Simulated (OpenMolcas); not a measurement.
Sm III: effect of the active space

```
Program             : OpenMolcas
Method              : SS-CASPT2 or its RAS form, IPEA 0.25 Eh, imaginary shift 0.1 Eh
Basis               : ANO-RCC-VTZP
Scalar Hamiltonian  : DKH2, point nucleus
Spin-orbit coupling : state interaction with AMFI integrals over the reference wave functions, term energies averaged over their components
```

A. 6 electrons in 7 orbitals (4f); 2S+1 = 7 even, 7 roots; 2S+1 = 5 even, 140 roots (126 in the spin-orbit step); 2S+1 = 3 even, 588 roots (308 in the spin-orbit step); 2S+1 = 1 even, 490 roots (173 in the spin-orbit step); closed shells correlated: 5s 5p; CASPT2 step roughly 9 core-minutes
B. 6 electrons in 14 orbitals (RAS2 4f; RAS3 5f, at most 2 electrons); 2S+1 = 7 even, 7 roots; 2S+1 = 5 even, 42 roots kept (CI in the orbitals of an earlier block); closed shells correlated: 5s 5p; CASPT2 step roughly 40 core-minutes

Energies in cm-1 above 4f6 7F0, the measured ground level; measured values from Martin, Zalubas and Hagan, Atomic Energy Levels: The Rare-Earth Elements, NSRDS-NBS 60 (1978).

```csv
Level,A,B,Measured
4f6 7F0,0.0,0.0,0.0
4f6 7F1,351,315,293
4f6 7F2,959,903,814
4f6 7F3,1730,1689,1493
4f6 7F4,2600,2580,2278
4f6 7F5,3520,3500,3132
4f6 7F6,4470,4370,4027
4f6 5L6 [62 %],23060,25450,
4f6 5L7,24050,26000,
```

Deviations, from unrounded energies. A percentage is the sum of absolute deviations over the sum of measured energies, with the sign that they share, or ± where signs differ.

| Against measurement | Levels | A | B |
| --- | --- | --- | --- |
| mean absolute deviation (cm-1) | 6 | 270 | 220 |
| fine structure of the ground term (%) | 6 | +13.2 | +11.0 |

B lies closest to measurement on these levels. The largest miss of B in the table is 4f6 7F5, by +370 cm-1. The ranking rests on the paired levels alone, and a cruder setting can come out closer through cancelling errors.

The spin-orbit steps hold different terms of 4f6 (B lacks among others 1D, 1F, 1G, 1H, 1I), which shifts levels as well.

The two smallest mean deviations differ by little beside CASPT2's spread within terms, so their order carries little weight.

Between A and B the level of the table that moves most is 4f6 5L6 [62 %], by 2400 cm-1 (lowest in A, highest in B). Moves below CASPT2's spread within the term are not significant.

Term energies are means over components that CASPT2 splits; among the terms shown or strongly mixed into the levels shown the widest spread is 200 cm-1 (4f6 5L, A). High states are left out of the spin-orbit mixing, which shifts the levels that they would mix with. Each CASPT2 term energy is a mean over a sample of three components (holds for B). Terms from blocks run as CI alone lack orbitals of their own (holds for B). Active for correlation alone: 5f; no level in the range computed is led by a configuration that fills it, so any true level of that kind is missing (holds for B). Measured partners are found by configuration, term and J. A level has none where our copy of the source lacks it or the pairing is in doubt (some pairs that miss far off the trend of their configuration count as doubtful), and it then counts in no deviation. Levels of configurations outside the active space are missing. Levels that lie high or do not pair safely by name in every column are left out.

A share in square brackets marks a mixed level and gives the weight of the term that names it, the lowest over the columns.
